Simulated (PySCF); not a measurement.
Electronic structure of Ag³⁺ (silver, charge +3) at the UHF level

Configuration: [Kr] 4d8, high-spin 3F determinant. Computed with PySCF 2.14 in x2c-SVPall (6s5p5d1f, 53 functions), with scalar relativity by spin-free X2C-1e.

* Total energy: -5310.132060 hartree
* One-electron energy: -7261.6511 hartree
* Hartree (Coulomb) energy: 2098.6488 hartree
* Exchange energy: -147.1297 hartree
* ⟨S²⟩: 2.0025
* ⟨L²⟩: 12.032
* Sum of ⟨r⟩: 25.13 bohr
* Sum of ⟨r²⟩: 25.95 bohr²
* Langevin diamagnetic susceptibility: -20.6 ×10⁻⁶ cm³/mol
* Time after the integrals: 0.19 s of wall time on 1 thread of Neoverse-V2 (shared host)

```
shell  electrons  mean orbital energy (eV)  spread (eV)  rms radius, mean of both spins (bohr)
 1s α          1                  -25684.5            0                                 0.0357
 1s β          1                  -25684.5            0                                 0.0357
 2s α          1                   -3902.6            0                                  0.146
 2s β          1                   -3901.8            0                                  0.146
 2p α          3                   -3500.8            0                                  0.130
 2p β          3                   -3500.0            0                                  0.130
 3s α          1                   -785.42            0                                  0.392
 3s β          1                   -785.01            0                                  0.392
 3p α          3                   -649.58            0                                  0.395
 3p β          3                   -649.09            0                                  0.395
 3d α          5                   -435.33        0.381                                  0.376
 3d β          5                   -434.27        1.438                                  0.376
 4s α          1                   -157.09            0                                  0.976
 4s β          1                   -152.86            0                                  0.976
 4p α          3                   -115.35            0                                   1.06
 4p β          3                   -110.16            0                                   1.06
 4d α          5                   -52.731        1.255                                   1.35
 4d β          3                   -50.764            0                                   1.35
```

Densities and radii are taken from the X2C orbitals without a picture-change correction, which distorts them close to the nucleus.
